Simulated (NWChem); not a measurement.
# AlNH3Br; SMILES [NH2][AlH][Br]

```xyz
6

Al    -0.5823     1.0920     0.0000
H     -2.1125     1.4654     0.0000
Br     0.0808    -1.0707     0.0000
N      0.6705     2.3322     0.0000
H      1.6693     2.1562     0.0000
H      0.4897     3.3303     0.0000
```
Atoms are numbered in this order, from 1.

Program: NWChem. Structure relaxed at the PBE0/def2-SVP level. Level B3LYP/def2-SVP: energy and gradient on several grids; changes count from the extra-fine grid, which is no exact limit either.

```csv
grid,size of the energy change (μHa),largest change of a gradient component (μHa/bohr)
xcoarse,500,3000
coarse,20,300
medium,< 10,70
fine,< 10,< 30
xfine,< 10,< 30
```
